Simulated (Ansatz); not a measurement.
C₅H₉NO (SMILES CN1CCCC1=O), singlet, geometry from GFN2-xTB; Ansatz (a quantum-chemistry and plane-wave program) with LC-WPBE/STO-3G.

The Ansatz input:
Ansatz 0.2 input:
```yaml
crystal:
  periodic: [false, false, false]
  atoms:
    - {symbol: C, position_ang: [2.10718030, -0.10566990, 0.05077275]}
    - {symbol: N, position_ang: [0.69270521, 0.08905907, -0.09332066]}
    - {symbol: C, position_ang: [0.14997135, 0.98033666, -1.08972839]}
    - {symbol: C, position_ang: [-1.32752946, 1.09849129, -0.69883366]}
    - {symbol: C, position_ang: [-1.60250964, -0.19679329, 0.06324944]}
    - {symbol: C, position_ang: [-0.23541035, -0.62430679, 0.57963264]}
    - {symbol: O, position_ang: [-0.00257823, -1.45674522, 1.42691988]}
    - {symbol: H, position_ang: [2.59806457, 0.83177957, 0.32361649]}
    - {symbol: H, position_ang: [2.54565104, -0.47833752, -0.87929269]}
    - {symbol: H, position_ang: [2.25899065, -0.83912003, 0.84118692]}
    - {symbol: H, position_ang: [0.27013507, 0.54960589, -2.09371243]}
    - {symbol: H, position_ang: [0.67024368, 1.94223616, -1.06616009]}
    - {symbol: H, position_ang: [-1.46840915, 1.95525366, -0.03929380]}
    - {symbol: H, position_ang: [-1.97158737, 1.22354647, -1.56688659]}
    - {symbol: H, position_ang: [-2.30886961, -0.08111558, 0.88246881]}
    - {symbol: H, position_ang: [-1.97274293, -0.98564829, -0.59459778]}
basis:
  gaussian:
    orbitals: STO-3G
hamiltonian:
  xc: lc_wpbe
```

### Question
What does Ansatz print? Leave out banner, timings and long lists.

### Answer

```
Functional definition: LC-wPBE
632 factors; integrals over basis functions are off by at most 4.5e-5 eV
280 factors; integrals over basis functions are off by at most 2.3e-6 eV
mean field evaluation 1: about -8747.8723 eV, gradient 3.6e1 eV
mean field evaluation 2: about -8746.2581 eV, gradient 5.2e1 eV
mean field evaluation 4: about -8752.2387 eV, gradient 1.7e0 eV
mean field evaluation 8: about -8752.0548 eV, gradient 1.3e-1 eV
mean field evaluation 16: about -8752.0548 eV, gradient 1.4e-5 eV
mean field -8752.05484575 eV, -321.6320832256 hartree, gradient 1.5e-5 eV, S^2 0.000000; 0 other end points of the search recorded, 0 dependent functions left out
reference -8752.05484576 eV, -321.6320832258 hartree; 27, 27 occupied and 17, 17 virtual orbitals, 632 factors
Total energy: -8752.05484576 eV, -321.6320832258 hartree
```
